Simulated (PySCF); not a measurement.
**Cs2: one state, many levels of theory**

State: ¹Σg⁺ (singlet), closed shell. Set-up: PySCF, scalar-relativistic core potentials, basis sets Cs def2-SVP with ECP46. De refers to Cs + Cs in their ground configurations, without counterpoise correction.

```tsv
Level	Re (Å)	ωe (cm⁻¹)	De (eV)
RHF-MP2	4.702	40.1	0.238
RHF-SCS-MP2	4.761	39.1	0.283
RHF-CCSD	4.778	37.7	0.306
RHF-CCSD(T)	4.791	36.3	0.355
PBE	4.749	39.3	0.479
TPSS	4.882	37.7	0.54
r²SCAN	4.859	38.7	0.272
PBE0	4.769	40.5	0.399
B97-3	4.756	39.9	0.66
M06-2X	4.496	43.1	0.62
LC-ωPBE	4.869	41.7	0.252
```

The bond length runs from 4.496 Å (M06-2X) to 4.882 Å (TPSS). De spans 0.24 eV (RHF-MP2, perturbation theory) to 0.66 eV (B97-3, global hybrid GGA).

Correlated steps freeze no core orbitals. Closed-shell solutions of metal pairs were not tested for spin polarisation, which can lower them a little. The bond is weak. Basis-set superposition, not corrected here, can be much of De in a small basis, most of all at correlated wavefunction levels. Functionals without a dispersion term scatter widely for such bonds, and LDA overbinds them. Spin–orbit coupling is left out. Where the molecule has an RHF reference, its open-shell atoms are computed with UHF.

The whole job (state search and all levels along the bond) took about 1.5 min on 1 thread of Oxide Virtual Turin-like (shared host), peak memory 0.6 GiB.
